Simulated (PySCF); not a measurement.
## Electronic structure of Cl (chlorine, neutral) at the UHF level

Configuration: [Ne] 3s2 3p5, 2P determinant. Computed with PySCF 2.14 in def2-TZVPPD (6s6p4d1f, 51 functions), with no relativity, point nucleus.

```
Total energy                                                  : -459.477169 hartree
One-electron energy                                           : -634.8381 hartree
Hartree (Coulomb) energy                                      : 202.9039 hartree
Exchange energy                                               : -27.5430 hartree
Kinetic energy                                                : 459.46848 hartree
⟨S²⟩                                                          : 0.7600
⟨L²⟩                                                          : 2.037
Sum of ⟨r⟩                                                    : 15.83 bohr
Sum of ⟨r²⟩                                                   : 27.68 bohr²
Traceless quadrupole moment −½Σ⟨3z² − r²⟩ along its main axis : 1.71 e·bohr²
Density at the nucleus (Gaussians lack the cusp)              : 3100 bohr⁻³
Spin density at the nucleus                                   : 0.139 bohr⁻³
Langevin diamagnetic susceptibility                           : -21.9 ×10⁻⁶ cm³/mol
```

```
shell  electrons  mean orbital energy (hartree)  spread (hartree)  rms radius, mean of both spins (bohr)
 1s α          1                     -104.88837                 0                                  0.106
 1s β          1                     -104.87611                 0                                  0.106
 2s α          1                      -10.61347                 0                                  0.481
 2s β          1                      -10.60225                 0                                  0.481
 2p α          3                       -8.08311           0.02433                                  0.452
 2p β          3                       -8.06218           0.01972                                  0.452
 3s α          1                       -1.13662                 0                                   1.68
 3s β          1                       -1.01486                 0                                   1.68
 3p α          3                       -0.52905           0.07907                                   2.02
 3p β          2                       -0.48076                 0                                   2.02
```

Spin-orbit constants ζ (cm⁻¹) from the X2C one-electron operator on these orbitals (non-relativistic here): bare nucleus, nucleus screened by l(l+1)(2l+1)/3 electrons, and screened by the Breit-Pauli mean field of the electrons.

```csv
shell,bare,screened nucleus,mean field
2p,9809,8655,8121
3p,701.3,618.8,574.1
```

To first order the Landé constant is A = -574.1 cm⁻¹, so the lowest level has J = 3/2 and lies 0.0356 eV below the centre of the term.
